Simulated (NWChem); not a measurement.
Everything below was run with NWChem. System: F₂Zn, charge 0, spin multiplicity 1, at a geometry optimised with PBE0/def2-SVP. The structure started from a generated list of species. Level: BP86/def2-TZVP.

Input file:

```
start mol
memory heap 200 mb stack 900 mb global 1100 mb
geometry units angstroms nocenter noautoz
  Zn     0.000000     0.000000     0.000000
  F      0.000000     0.000000     1.729963
  F      0.000000     0.000000    -1.729963
  symmetry group D2h
end
basis spherical
  * library def2-tzvp
end
dft
  xc becke88 perdew86
  semidirect memsize 60000000 filesize 0
  iterations 100
end
task dft energy
```

Output (cleaned and shortened):

```
             Northwest Computational Chemistry Package (NWChem) 7.3.0
             --------------------------------------------------------

                                NWChem Input Module
                                -------------------

 Scaling coordinates for geometry "geometry" by  1.889725989
 (inverse scale =  0.529177249)

 Turning off AUTOSYM since
 SYMMETRY directive was detected!

                             Geometry "geometry" -> ""
                             -------------------------

 Output coordinates in angstroms (scale by  1.889725989 to convert to a.u.)

  No.       Tag          Charge          X              Y              Z
 ---- ---------------- ---------- -------------- -------------- --------------
    1 Zn                  30.0000     0.00000000     0.00000000     0.00000000
    2 F                    9.0000     0.00000000     0.00000000     1.72996300
    3 F                    9.0000     0.00000000     0.00000000    -1.72996300

 Effective nuclear repulsion energy (a.u.)     177.5687647911

            Nuclear Dipole moment (a.u.)
            ----------------------------
        X                 Y               Z
 ---------------- ---------------- ----------------
     0.0000000000     0.0000000000     0.0000000000

      Symmetry information
      --------------------

 Group name             D2h
 Group number             26
 Group order               8
 No. of unique centers     2

      Symmetry unique atoms

     1    2


 Summary of "ao basis" -> "" (spherical)
 ------------------------------------------------------------------------------
       Tag                 Description            Shells   Functions and Types
 ---------------- ------------------------------  ------  ---------------------
 *                         def2-tzvp                  on all atoms

  perdew86 is a nonlocal functional; adding perdew81 local functional.

                                 NWChem DFT Module
                                 -----------------

 Summary of "ao basis" -> "ao basis" (spherical)
 ------------------------------------------------------------------------------
       Tag                 Description            Shells   Functions and Types
 ---------------- ------------------------------  ------  ---------------------
 Zn                        def2-tzvp                16       48   6s5p4d1f
 F                         def2-tzvp                11       31   5s3p2d1f

 Summary of "ao basis" -> "ao basis" (spherical)
 ------------------------------------------------------------------------------
       Tag                 Description            Shells   Functions and Types
 ---------------- ------------------------------  ------  ---------------------
 Zn                        def2-tzvp                16       48   6s5p4d1f
 F                         def2-tzvp                11       31   5s3p2d1f

      Symmetry analysis of basis
      --------------------------

        ag         28
        au          4
        b1g         7
        b1u        21
        b2g        11
        b2u        14
        b3g        11
        b3u        14

            General Information
            -------------------
          SCF calculation type: DFT
          Wavefunction type:  closed shell.
          No. of atoms     :     3
          No. of electrons :    48
           Alpha electrons :    24
            Beta electrons :    24
          Charge           :     0
          Spin multiplicity:     1
          Use of symmetry is: on ; symmetry adaption is: on
          Maximum number of iterations: 100
          AO basis - number of functions:   110
                     number of shells:    38
          Convergence on energy requested:  1.00D-06
          Convergence on density requested:  1.00D-05
          Convergence on gradient requested:  5.00D-04

              XC Information
              --------------
                    Becke 1988 Exchange Functional  1.000
                Perdew 1981 Correlation Functional  1.000 local
                Perdew 1986 Correlation Functional  1.000 non-local

             Grid Information
             ----------------
          Grid used for XC integration:  medium
          Radial quadrature: Mura-Knowles
          Angular quadrature: Lebedev.
          Tag              B.-S. Rad. Rad. Pts. Rad. Cut. Ang. Pts.
          ---              ---------- --------- --------- ---------
          Zn                  1.35      112           7.0       590
          F                   0.50       49           9.0       434
          Grid pruning is: on
          Number of quadrature shells:   161
          Spatial weights used:  Erf1

          Convergence Information
          -----------------------
          Convergence aids based upon iterative change in
          total energy or number of iterations.
          Levelshifting, if invoked, occurs when the
          HOMO/LUMO gap drops below (HL_TOL):  1.00D-02
          DIIS, if invoked, will attempt to extrapolate
          using up to (NFOCK): 10 stored Fock matrices.

                    Damping( 0%)  Levelshifting(0.5)       DIIS
                  --------------- ------------------- ---------------
          dE  on:    start            ASAP                start
          dE off:    2 iters        100 iters           100 iters

      Screening Tolerance Information
      -------------------------------
          Density screening/tol_rho:  1.00D-10
          AO Gaussian exp screening on grid/accAOfunc:  14
          CD Gaussian exp screening on grid/accCDfunc:  20
          XC Gaussian exp screening on grid/accXCfunc:  20
          Schwarz screening/accCoul:  1.00D-08

      Superposition of Atomic Density Guess
      -------------------------------------

 Sum of atomic energies:       -1976.64321659

      Non-variational initial energy
      ------------------------------

 Total energy =   -1976.609910
 1-e energy   =   -3116.864814
 2-e energy   =     962.686140
 HOMO         =      -0.610289
 LUMO         =      -0.114388

      Symmetry analysis of molecular orbitals - initial
      -------------------------------------------------

 !! scf_movecs_sym_adapt:   70 vectors were symmetry contaminated

  Symmetry fudging

 !! scf_movecs_sym_adapt:   64 vectors were symmetry contaminated

  Numbering of irreducible representations:

     1 ag          2 au          3 b1g         4 b1u         5 b2g
     6 b2u         7 b3g         8 b3u

  Orbital symmetries:

     1 ag          2 ag          3 b1u         4 b2u         5 b3u
     6 ag          7 b1u         8 ag          9 b1u        10 b2u
    11 b3u        12 ag         13 b1u        14 ag         15 b3g
    16 b2g        17 ag         18 b1g        19 b1u        20 b2u
    21 b3u        22 ag         23 b2g        24 b3g        25 ag
    26 b2u        27 b3u        28 b1u        29 ag         30 b2u
    31 b3u        32 ag         33 b1g        34 b2g

------------------------------------------------------------
EAF file 0: "./mol.aoints.0" size=524288 bytes
------------------------------------------------------------
               write      read    awrite     aread      wait
               -----      ----    ------     -----      ----
     calls:        1         0         0         0         0
   data(b): 5.24e+05  0.00e+00  0.00e+00  0.00e+00
   time(s): 0.00e+00  0.00e+00  0.00e+00  0.00e+00  0.00e+00
rate(mb/s): 0.00e+00  0.00e+00
------------------------------------------------------------

 !! scf_movecs_sym_adapt:   30 vectors were symmetry contaminated

  Symmetry fudging

 !! scf_movecs_sym_adapt:   26 vectors were symmetry contaminated

   convergence    iter        energy       DeltaE   RMS-Dens  Diis-err    time
 ---------------- ----- ----------------- --------- --------- ---------  ------
 d= 0,ls=0.0,diis     1  -1979.3251794356 -2.16D+03  1.88D-02  1.73D+00     1.8

 !! scf_movecs_sym_adapt:   34 vectors were symmetry contaminated

  Symmetry fudging

 !! scf_movecs_sym_adapt:   24 vectors were symmetry contaminated

 d= 0,ls=0.0,diis     2  -1978.4832108828  8.42D-01  1.21D-02  1.14D+01     1.9

 !! scf_movecs_sym_adapt:   24 vectors were symmetry contaminated

  Symmetry fudging

 !! scf_movecs_sym_adapt:   18 vectors were symmetry contaminated

 d= 0,ls=0.0,diis     3  -1979.4819164880 -9.99D-01  1.56D-03  1.42D-01     2.0

 !! scf_movecs_sym_adapt:   26 vectors were symmetry contaminated

  Symmetry fudging

 !! scf_movecs_sym_adapt:   18 vectors were symmetry contaminated

 d= 0,ls=0.0,diis     4  -1979.4733918596  8.52D-03  9.91D-04  4.26D-01     2.0

 !! scf_movecs_sym_adapt:   26 vectors were symmetry contaminated

  Symmetry fudging

 !! scf_movecs_sym_adapt:   18 vectors were symmetry contaminated

 d= 0,ls=0.0,diis     5  -1979.4875173890 -1.41D-02  1.27D-04  4.38D-04     2.1

 !! scf_movecs_sym_adapt:   34 vectors were symmetry contaminated

  Symmetry fudging

 !! scf_movecs_sym_adapt:   18 vectors were symmetry contaminated

  Resetting Diis
 d= 0,ls=0.0,diis     6  -1979.4875510006 -3.36D-05  2.39D-05  3.98D-05     2.2

 !! scf_movecs_sym_adapt:   30 vectors were symmetry contaminated

  Symmetry fudging

 !! scf_movecs_sym_adapt:   22 vectors were symmetry contaminated

 d= 0,ls=0.0,diis     7  -1979.4875529960 -2.00D-06  1.11D-05  2.24D-06     2.2

 !! scf_movecs_sym_adapt:   22 vectors were symmetry contaminated

  Symmetry fudging

 !! scf_movecs_sym_adapt:   18 vectors were symmetry contaminated

 d= 0,ls=0.0,diis     8  -1979.4875524952  5.01D-07  7.31D-06  1.39D-05     2.3

         Total DFT energy =    -1979.487552495205
      One electron energy =    -3114.659688300968
           Coulomb energy =     1049.948715385128
    Exchange-Corr. energy =      -92.345344370476
 Nuclear repulsion energy =      177.568764791111

 Numeric. integr. density =       47.999994294674

     Total iterative time =      1.5s

                  Occupations of the irreducible representations
                  ----------------------------------------------

                     irrep           alpha         beta
                     --------     --------     --------
                     ag                8.0          8.0
                     au                0.0          0.0
                     b1g               1.0          1.0
                     b1u               5.0          5.0
                     b2g               2.0          2.0
                     b2u               3.0          3.0
                     b3g               2.0          2.0
                     b3u               3.0          3.0

                       DFT Final Molecular Orbital Analysis
                       ------------------------------------

 Vector   22  Occ=2.000000D+00  E=-3.460879D-01  Symmetry=b2u
              MO Center=  1.5D-16, -6.5D-16, -2.1D-16, r^2= 3.4D+00
   Bfn.  Coefficient  Atom+Function         Bfn.  Coefficient  Atom+Function
  ----- ------------  ---------------      ----- ------------  ---------------
    55      0.342686  2 F  py                86      0.342686  3 F  py
    58      0.271580  2 F  py                89      0.271580  3 F  py
    61      0.202803  2 F  py                92      0.202803  3 F  py
    17      0.122504  1 Zn py                11     -0.064644  1 Zn py
    20      0.034074  1 Zn py

 Vector   23  Occ=2.000000D+00  E=-3.211215D-01  Symmetry=b2g
              MO Center= -1.6D-15, -3.7D-30, -7.0D-17, r^2= 3.2D+00
   Bfn.  Coefficient  Atom+Function         Bfn.  Coefficient  Atom+Function
  ----- ------------  ---------------      ----- ------------  ---------------
    54      0.343353  2 F  px                85     -0.343353  3 F  px
    57      0.273313  2 F  px                88     -0.273313  3 F  px
    25      0.227713  1 Zn d  1              60      0.197916  2 F  px
    91     -0.197916  3 F  px                30      0.133820  1 Zn d  1
    35      0.056575  1 Zn d  1              40     -0.033710  1 Zn d  1

 Vector   24  Occ=2.000000D+00  E=-3.211215D-01  Symmetry=b3g
              MO Center=  9.4D-32, -9.7D-17, -3.3D-17, r^2= 3.2D+00
   Bfn.  Coefficient  Atom+Function         Bfn.  Coefficient  Atom+Function
  ----- ------------  ---------------      ----- ------------  ---------------
    55      0.343353  2 F  py                86     -0.343353  3 F  py
    58      0.273313  2 F  py                89     -0.273313  3 F  py
    23     -0.227713  1 Zn d -1              61      0.197916  2 F  py
    92     -0.197916  3 F  py                28     -0.133820  1 Zn d -1
    33     -0.056575  1 Zn d -1              38      0.033710  1 Zn d -1

 Vector   25  Occ=0.000000D+00  E=-1.111956D-01  Symmetry=ag
              MO Center= -7.8D-19, -7.9D-19,  9.5D-16, r^2= 3.2D+00
   Bfn.  Coefficient  Atom+Function         Bfn.  Coefficient  Atom+Function
  ----- ------------  ---------------      ----- ------------  ---------------
     6      0.647550  1 Zn s                  5      0.585804  1 Zn s
    24      0.216958  1 Zn d  0              56      0.196813  2 F  pz
    87     -0.196813  3 F  pz                 4     -0.188223  1 Zn s
    53     -0.178776  2 F  s                 84     -0.178776  3 F  s
    59      0.164492  2 F  pz                90     -0.164492  3 F  pz

 Vector   26  Occ=0.000000D+00  E=-3.040868D-02  Symmetry=b3u
              MO Center=  2.0D-16,  2.5D-16, -1.8D-17, r^2= 4.5D+00
   Bfn.  Coefficient  Atom+Function         Bfn.  Coefficient  Atom+Function
  ----- ------------  ---------------      ----- ------------  ---------------
    19      0.612351  1 Zn px                16      0.557634  1 Zn px
    10     -0.181507  1 Zn px                54     -0.133345  2 F  px
    60     -0.134011  2 F  px                85     -0.133345  3 F  px
    91     -0.134011  3 F  px                57     -0.101788  2 F  px
    88     -0.101788  3 F  px                 7      0.063893  1 Zn px

 Vector   27  Occ=0.000000D+00  E=-3.040868D-02  Symmetry=b2u
              MO Center= -1.1D-17, -4.9D-17, -8.7D-18, r^2= 4.5D+00
   Bfn.  Coefficient  Atom+Function         Bfn.  Coefficient  Atom+Function
  ----- ------------  ---------------      ----- ------------  ---------------
    20      0.612351  1 Zn py                17      0.557634  1 Zn py
    11     -0.181507  1 Zn py                55     -0.133345  2 F  py
    61     -0.134011  2 F  py                86     -0.133345  3 F  py
    92     -0.134011  3 F  py                58     -0.101788  2 F  py
    89     -0.101788  3 F  py                 8      0.063893  1 Zn py

 center of mass
 --------------
 x =   0.00000000 y =   0.00000000 z =   0.00000000

 moments of inertia (a.u.)
 ------------------
         406.086286601976           0.000000000000           0.000000000000
           0.000000000000         406.086286601976           0.000000000000
           0.000000000000           0.000000000000           0.000000000000

     Multipole analysis of the density
     ---------------------------------

     L   x y z        total         alpha         beta         nuclear
     -   - - -        -----         -----         ----         -------
     0   0 0 0     -0.000000    -24.000000    -24.000000     48.000000

     1   1 0 0     -0.000000     -0.000000     -0.000000      0.000000
     1   0 1 0     -0.000000     -0.000000     -0.000000      0.000000
     1   0 0 1      0.000000      0.000000      0.000000      0.000000

     2   2 0 0    -15.983555     -7.991777     -7.991777      0.000000
     2   1 1 0     -0.000000     -0.000000     -0.000000      0.000000
     2   1 0 1      0.000000      0.000000      0.000000      0.000000
     2   0 2 0    -15.983555     -7.991777     -7.991777      0.000000
     2   0 1 1      0.000000      0.000000      0.000000      0.000000
     2   0 0 2    -25.119987   -108.746424   -108.746424    192.372862

 Task  times  cpu:        2.3s     wall:        2.3s

 Total times  cpu:        2.3s     wall:        2.3s
```
